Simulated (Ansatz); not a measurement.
Input and output for 1-ethyl-3-methylimidazolium mesylate, `CCn1cc[n+](C)c1.CS(=O)(=O)[O-]`.

```yaml
crystal:
  periodic: [false, false, false]
  atoms:
    - {symbol: C, position_ang: [2.871556, 1.551472, 0.601836]}
    - {symbol: C, position_ang: [2.162689, 0.207287, 0.710291]}
    - {symbol: N, position_ang: [0.799506, 0.325929, 1.251838]}
    - {symbol: C, position_ang: [0.325314, -0.202701, 2.436685]}
    - {symbol: C, position_ang: [-1.039547, -0.030977, 2.438341]}
    - {symbol: N, position_ang: [-1.368942, 0.603856, 1.255844]}
    - {symbol: C, position_ang: [-2.708998, 0.828656, 0.717946]}
    - {symbol: C, position_ang: [-0.243761, 0.792614, 0.543226]}
    - {symbol: H, position_ang: [3.892824, 1.396872, 0.201641]}
    - {symbol: H, position_ang: [2.956563, 2.062411, 1.583155]}
    - {symbol: H, position_ang: [2.341574, 2.222749, -0.103684]}
    - {symbol: H, position_ang: [2.034569, -0.263802, -0.292701]}
    - {symbol: H, position_ang: [2.704723, -0.489016, 1.379524]}
    - {symbol: H, position_ang: [0.989082, -0.667087, 3.171140]}
    - {symbol: H, position_ang: [-1.795940, -0.314661, 3.175249]}
    - {symbol: H, position_ang: [-2.679919, 0.519420, -0.352880]}
    - {symbol: H, position_ang: [-2.992011, 1.895681, 0.810249]}
    - {symbol: H, position_ang: [-3.424559, 0.205766, 1.283718]}
    - {symbol: H, position_ang: [-0.203438, 1.169689, -0.486834]}
    - {symbol: C, position_ang: [-0.675495, -2.063629, -3.253707]}
    - {symbol: S, position_ang: [-0.485553, -0.929399, -1.856378]}
    - {symbol: O, position_ang: [-1.574023, 0.110243, -2.034678]}
    - {symbol: O, position_ang: [-0.647995, -1.758693, -0.612819]}
    - {symbol: O, position_ang: [0.896849, -0.332082, -2.009702]}
    - {symbol: H, position_ang: [-0.562403, -1.483245, -4.187607]}
    - {symbol: H, position_ang: [0.109002, -2.839018, -3.176088]}
    - {symbol: H, position_ang: [-1.681658, -2.518316, -3.193605]}
basis:
  gaussian: {orbitals: def2-mTZVPP, fitting: {mean_field: cc-pVTZ-jkfit}}
hamiltonian: {xc: {name: HF}}
correlation: {active_space: {window: {electrons: 2, orbitals: 1}}}
scf: {omitted_lower_state_checks: [starts]}
output: {forces: true}
```

```sh
$ ansatz run in.yaml --threads 4 --pin off --events-out ev --progress --plain --max-ram 6963MiB
```

Output, abridged:

```
Functional definition: HF
1489 factors; integrals over basis functions are off by at most 1.5e-1 eV
mean field evaluation 1: about -27319.3272 eV, gradient 7.2e1 eV
mean field evaluation 2: about -27326.4681 eV, gradient 4.6e1 eV
mean field evaluation 4: about -27329.9565 eV, gradient 1.6e0 eV
mean field evaluation 8: about -27329.9646 eV, gradient 2.3e-6 eV
mean field -27329.96462147 eV, -1004.3576749235 hartree, gradient 2.3e-6 eV, S^2 0.000000; 0 other end points of the search recorded, 0 dependent functions left out
reference -27329.96462147 eV, -1004.3576749235 hartree; 55, 55 occupied and 295, 295 virtual orbitals, 1489 factors
state -27329.96462147 eV, -1004.3576749235 hartree
Total energy: -27329.96462147 eV, -1004.3576749235 hartree
Atom 0 at     2.871556     1.551472     0.601836 Å, force     0.351460     0.651625    -0.060785 eV/Å
Atom 1 at     2.162689     0.207287     0.710291 Å, force     0.299893    -0.957608    -0.538238 eV/Å
Atom 2 at     0.799506     0.325929     1.251838 Å, force    -1.587842     0.612031    -0.494493 eV/Å
Atom 3 at     0.325314    -0.202701     2.436685 Å, force    -1.249563     0.112700     0.100726 eV/Å
Atom 4 at    -1.039547    -0.030977     2.438341 Å, force     1.217145    -0.145350     0.120837 eV/Å
Atom 5 at    -1.368942     0.603856     1.255844 Å, force     1.724805     0.060157    -0.491054 eV/Å
Atom 6 at    -2.708998     0.828656     0.717946 Å, force    -0.743625     0.056661    -0.598035 eV/Å
Atom 7 at    -0.243761     0.792614     0.543226 Å, force    -0.105001    -0.676824     1.427610 eV/Å
Atom 8 at     3.892824     1.396872     0.201641 Å, force    -0.762830     0.081707     0.305731 eV/Å
Atom 9 at     2.956563     2.062411     1.583155 Å, force    -0.088779    -0.405101    -0.739628 eV/Å
Atom 10 at     2.341574     2.222749    -0.103684 Å, force     0.395886    -0.513124     0.567293 eV/Å
Atom 11 at     2.034569    -0.263802    -0.292701 Å, force     0.382861     0.504575     1.174142 eV/Å
Atom 12 at     2.704723    -0.489016     1.379524 Å, force    -0.434178     0.612083    -0.532943 eV/Å
Atom 13 at     0.989082    -0.667087     3.171140 Å, force    -0.648508     0.440932    -0.686913 eV/Å
Atom 14 at    -1.795940    -0.314661     3.175249 Å, force     0.731562     0.268355    -0.690951 eV/Å
Atom 15 at    -2.679919     0.519420    -0.352880 Å, force    -0.229672     0.387893     1.219957 eV/Å
Atom 16 at    -2.992011     1.895681     0.810249 Å, force     0.247750    -0.862536    -0.007635 eV/Å
Atom 17 at    -3.424559     0.205766     1.283718 Å, force     0.599649     0.490403    -0.443017 eV/Å
Atom 18 at    -0.203438     1.169689    -0.486834 Å, force    -0.012048    -0.166055     1.231058 eV/Å
Atom 19 at    -0.675495    -2.063629    -3.253707 Å, force    -0.022888    -0.129730    -0.074581 eV/Å
Atom 20 at    -0.485553    -0.929399    -1.856378 Å, force     0.017260     0.101184    -0.388534 eV/Å
Atom 21 at    -1.574023     0.110243    -2.034678 Å, force     2.059360    -1.792636     0.490645 eV/Å
Atom 22 at    -0.647995    -1.758693    -0.612819 Å, force     0.316165     1.633198    -2.057469 eV/Å
Atom 23 at     0.896849    -0.332082    -2.009702 Å, force    -2.558858    -0.958841     0.441157 eV/Å
Atom 24 at    -0.562403    -1.483245    -4.187607 Å, force    -0.085571    -0.433765     0.788823 eV/Å
Atom 25 at     0.109002    -2.839018    -3.176088 Å, force    -0.628944     0.643025    -0.038698 eV/Å
Atom 26 at    -1.681658    -2.518316    -3.193605 Å, force     0.814512     0.385040    -0.025004 eV/Å
Dipole moment:     0.097350     0.389801     1.359475 e Å
Checks for a lower state left out: starts
```

Run time 20 s (4 threads of Arm Neoverse V1 on a shared host), peak host memory 1.4 GiB.
